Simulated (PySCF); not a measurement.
# s to d promotion along the 4d series

Calculated with PySCF 2.14 from differences of total energies of unrestricted determinants, without spin-orbit coupling. Basis: ANO-RCC-VTZP, spin-free X2C. Energy of d^(n+1) s¹ above d^n s² in eV (negative where d^(n+1) s¹ lies lower), between high-spin terms; measured values are centres of gravity of the terms (NIST).

| element | terms | UHF | LDA | PBE | r2SCAN | PBE0 | MP2 (valence and next inner shell) | CCSD(T) (valence) | CCSD(T) (valence and next inner shell) | measured |
| --- | --- | --- | --- | --- | --- | --- | --- | --- | --- | --- |
| Zr | 4d2 5s2 (3F) → 4d3 5s1 (5F) | 0.007 | 0.066 | -0.100 | -0.420 | -0.058 | 0.353 | 0.656 | 0.572 | 0.588 |
| Nb | 4d3 5s2 (4F) → 4d4 5s1 (6D) | -0.721 | -0.766 | -0.877 | -1.022 | -0.833 | -0.564 | -0.181 | -0.270 | -0.184 |
| Tc | 4d5 5s2 (6S) → 4d6 5s1 (6D) | 0.716 | n/a | n/a | n/a | n/a | 0.434 | 0.537 | 0.565 | 0.406 |
| Rh | 4d7 5s2 (4F) → 4d8 5s1 (4F) | -1.308 | -2.009 | -2.017 | -1.976 | -1.948 | -1.761 | -1.587 | -1.503 | n/a |
| Ag | 4d9 5s2 (2D) → 4d10 5s1 (2S) | -3.735 | -4.161 | -4.092 | -4.096 | -4.120 | -4.218 | -3.975 | -3.850 | -3.971 |

Question: Which way does each method err?

Answer: Mean (and mean absolute) errors over the 3 elements with all values: UHF -0.29 (0.45) eV; LDA -0.43 (0.43) eV; PBE -0.50 (0.50) eV; r2SCAN -0.66 (0.66) eV; PBE0 -0.48 (0.48) eV; MP2 (valence and next inner shell) -0.29 (0.29) eV; CCSD(T) (valence) 0.02 (0.02) eV; CCSD(T) (valence and next inner shell) 0.01 (0.07) eV. A negative mean favours the extra d electron, a positive one the s² configuration.
